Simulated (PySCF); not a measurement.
Sn(F)(SiH3) (FH₃SiSn), SMILES [SiH3][Sn][F] (connectivity only; charge and spin as stated), neutral, multiplicity 1. Atoms are numbered in the order given.

```xyz
6

Sn     0.3263    -0.5858     0.0000
F     -1.6283    -0.8695     0.0000
Si    -0.0779     2.0898     0.0000
H     -0.8743     2.4750     1.2083
H     -0.8743     2.4750    -1.2083
H      1.1761     2.9100     0.0000
```
Charge 0, spin multiplicity 1.

Coordinates come from a B3LYP-D3(BJ)/def2-SVP optimisation. The def2 effective core potentials stand for the cores of Sn; spin–orbit coupling is left out.

Level of theory: TDDFT-ωB97X/def2-SVPD (PySCF 2.14.0).

Vertical excitations. Gas-phase values at a fixed geometry. State labels are in the subgroup Cs.

| state | symmetry | energy (eV) | λ (nm) | f | main pairs |
|---|---|---|---|---|---|
| S1 | A" | 2.04 | 608 | 0.004 | HOMO→LUMO 100 % |
| S2 | A' | 4.35 | 285 | 0.024 | HOMO→LUMO+1 94 % |
| S3 | A" | 5.89 | 211 | 0.045 | HOMO−3→LUMO 61 %, HOMO−1→LUMO 35 % |
| S4 | A' | 5.98 | 207 | 0.750 | HOMO→LUMO+2 85 % |
| S5 | A' | 6.41 | 193 | 0.175 | HOMO→LUMO+3 85 % |
| S6 | A" | 6.42 | 193 | 0.007 | HOMO−5→LUMO 60 %, HOMO−1→LUMO 18 %, HOMO−3→LUMO 18 % |
| S7 | A" | 6.63 | 187 | 0.014 | HOMO→LUMO+4 51 %, HOMO−1→LUMO 25 %, HOMO−5→LUMO 12 % |
| S8 | A' | 6.67 | 186 | 0.137 | HOMO−2→LUMO 70 %, HOMO−4→LUMO 21 % |
| S9 | A" | 6.80 | 182 | 0.048 | HOMO→LUMO+4 43 %, HOMO−5→LUMO 24 %, HOMO−1→LUMO 19 %, HOMO−3→LUMO 10 % |
| S10 | A' | 6.91 | 179 | 0.084 | HOMO−4→LUMO 62 %, HOMO−2→LUMO 19 % |
| T1 | A" | 1.46 | 847 | 0 | HOMO→LUMO 98 % |
| T2 | A' | 3.75 | 330 | 0 | HOMO→LUMO+1 96 % |
| T3 | A' | 4.88 | 254 | 0 | HOMO→LUMO+2 79 % |
| T4 | A" | 5.03 | 247 | 0 | HOMO−3→LUMO 70 %, HOMO−1→LUMO 19 % |
Triplets are in the Tamm–Dancoff approximation, which puts them higher than full response would, so one can lie above its singlet here.
